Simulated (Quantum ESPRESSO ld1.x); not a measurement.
All-electron atom: neutral hafnium in [Xe] 4f14 5d2 6s2. Method: scalar-relativistic Kohn-Sham, LDA (Slater exchange, VWN5 correlation), spin-polarised, spherical densities, point nucleus; open shells are filled with parallel spins first; computed with ld1.x of Quantum ESPRESSO 7.5.

Radial electron density D(r) = 4 pi r^2 rho(r):

r (bohr),D(r) (e/bohr),spin D(r)
0.00239,24.53,0.00000620
0.002804,30.32,0.00000660
0.003264,36.73,0.00000660
0.0038,44.00,0.00000530
0.004424,52.06,0.00000220
0.005192,61.17,-0.00000470
0.006044,70.06,-0.0000170
0.007036,78.69,-0.0000379
0.008257,86.83,-0.0000743
0.009613,92.93,-0.000129
0.01119,96.79,-0.000211
0.01303,98.00,-0.000328
0.01529,96.43,-0.000495
0.0178,92.98,-0.000690
0.02072,89.12,-0.000893
0.02431,86.84,-0.00104
0.02831,88.53,-0.000947
0.03295,95.23,-0.000356
0.03836,106.4,0.00118
0.04502,119.7,0.00450
0.05241,129.2,0.0100
0.06101,131.2,0.0185
0.0716,124.0,0.0305
0.08335,111.9,0.0435
0.09704,102.3,0.0550
0.113,101.5,0.0601
0.1326,110.1,0.0534
0.1543,118.6,0.0337
0.1797,116.2,0.00602
0.2108,98.41,-0.0171
0.2454,75.62,-0.0171
0.2857,60.93,0.0111
0.3326,60.51,0.0552
0.3904,68.07,0.0863
0.4545,70.30,0.0742
0.5291,62.01,0.0240
0.6208,46.33,-0.0270
0.7228,32.33,-0.0155
0.8414,23.03,0.0932
0.9795,17.68,0.295
1.15,13.77,0.555
1.338,10.26,0.773
1.558,6.970,0.903
1.828,4.296,0.920
2.128,2.720,0.837
2.478,1.874,0.691
2.884,1.404,0.517
3.385,1.036,0.339
3.941,0.7131,0.199
4.587,0.4293,0.101
5.383,0.2107,0.0410
6.267,0.08840,0.0145
7.296,0.03006,0.00432
8.494,0.008114,0.00110
9.968,0.001557,0.000229
11.6,0.0002453,0.0000453

D(r) has 4 maxima, at r = 0.0129, 0.0586, 0.163, 0.437 bohr, and minima at 0.0247, 0.106, 0.310 bohr, inside which lie 1.90, 11.09, 29.86 electrons.
